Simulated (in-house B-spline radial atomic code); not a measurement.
Configurations of Br3+, with energies counted from [Ar] 3d10 4s2 4p2. Level of theory: non-relativistic Hartree-Fock, spin-polarised, averaged over the determinants with the given up and down occupations, point nucleus; calculated with a B-spline radial code for spherical atoms. Shells without spins written out take the highest spin.

Occupations are held fixed; configurations that lie above the ionisation limit could autoionise.

| configuration | E - E(ref) (eV) | highest orbital | its <r> (bohr) |
| --- | --- | --- | --- |
| [Ar] 3d10 4s2 4p1 4d1 | 19.962 | 4d up | 2.469 |
| [Ar] 3d10 4s1 4p2 4d1 | 27.396 | 4d up | 2.364 |
| [Ar] 3d(4 up, 5 down) 4s2 4p(2 up, 0 down) 4d(0 up, 1 down) | 94.006 | 4d down | 2.441 |
| [Ne] 3s2 3p(2 up, 3 down) 3d10 4s2 4p(0 up, 3 down) | 185.03 | 4p down | 1.697 |
| [Ne] 3s2 3p5 3d10 4s2 4p2 4f1 | 220.75 | 4f up | 4.072 |

Problem. Order these further configurations by energy, lowest first.
A. [Ar] 3d9 4s2 4p2 5f1
B. [Ar] 3d10 4s1 4p2 5f1
C. [Ar] 3d10 4s1 4p2 5d1
D. [Ar] 3d10 4s(1 up, 0 down) 4p(0 up, 3 down)
E. [Ar] 3d10 4s1 4p3

Solution. E (6.9057 eV), D (16.901 eV), C (40.854 eV), B (45.867 eV), A (110.12 eV).

Problem. How far above the reference does [Ar] 3d9 4s2 4p2 4f1 lie?

Solution. 105.01 eV; its least bound orbital is 4f up with <r> = 4.073 bohr.
